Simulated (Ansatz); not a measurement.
Geometry optimisation, RKS PBE-D4/def2-SVP (Ansatz).

The input (input.yaml):

```yaml
crystal:
  periodic: [false, false, false]
  atoms:
    - { symbol: Ta, position_ang: [-0.562945, -0.391084, 0.260894] }
    - { symbol: F, position_ang: [2.479298, -0.041276, -0.376532] }
    - { symbol: F, position_ang: [0.383644, 0.20215, 1.802418] }
    - { symbol: O, position_ang: [-0.044803, -0.394288, -1.551695] }
    - { symbol: H, position_ang: [0.884651, -0.342943, -1.917627] }
    - { symbol: O, position_ang: [-1.367895, 1.330007, 0.242555] }
    - { symbol: H, position_ang: [-1.570164, 2.110724, 0.786968] }
    - { symbol: F, position_ang: [-2.197883, -1.291274, 0.42874] }
    - { symbol: Cl, position_ang: [0.644775, -2.492553, 0.655471] }
    - { symbol: H, position_ang: [2.507621, -0.776262, 0.193107] }
basis:
  gaussian: { orbitals: def2-SVP }
hamiltonian:
  xc: pbe
  dispersion: d4
relax:
  f_tol: 0.03
  max_steps: 50
```

Launched with:

```bash
$ ansatz run input.yaml --threads 4 --pin off --max-ram 5120MiB --backend cpu --events-out ev --progress --plain --runs-dir out
```

Q: Where does it end, and by what steps?

A: It converged. The force dipped under the threshold on the way, but the program's further checks kept it going. After 28 steps the energy has fallen by 0.345 eV; F2 moved furthest, 1.01 Å. Joined: Ta1–F2 (3.13 → 2.34 Å).

```csv
step,energy less start (eV),largest force component (eV/Å),accepted
0,0.0000,0.903,yes
1,-0.0679,0.447,yes
2,-0.0840,0.820,yes
3,-0.1029,0.866,yes
4,-0.1124,0.770,yes
5,-0.1163,0.403,yes
6,-0.1412,0.270,yes
7,-0.1577,0.270,yes
8,-0.1423,0.915,no
9,-0.1837,0.303,yes
10,-0.2031,0.516,yes
11,-0.2243,0.933,yes
12,-0.2493,1.028,yes
13,-0.2852,0.755,yes
14,-0.2966,0.811,yes
15,-0.2783,0.788,no
16,-0.3307,0.249,yes
17,-0.3370,0.247,yes
18,-0.3407,0.094,yes
19,-0.3412,0.082,yes
20,-0.3422,0.048,yes
21,-0.3429,0.029,yes
22,-0.3435,0.079,yes
23,-0.3437,0.146,yes
24,-0.3445,0.035,yes
25,-0.3447,0.095,yes
26,-0.3446,0.056,no
27,-0.3449,0.043,yes
28,-0.3451,0.022,yes
```

```xyz
10
Properties=species:S:1:pos:R:3
Ta -0.387 -0.420 0.196
F 1.807 0.389 0.239
F -0.155 -0.189 2.080
O -0.138 -0.581 -1.668
H 0.316 -0.668 -2.518
O -0.815 1.434 0.094
H -0.768 2.045 0.854
F -2.043 -1.282 0.320
Cl 1.232 -2.279 0.515
H 2.108 -0.536 0.413
```

Whether the end is a true minimum wasn't checked by a vibrational analysis.

Run time: 49 s on 4 threads of Arm Neoverse V2, on a shared host, peak memory 0.21 GiB.
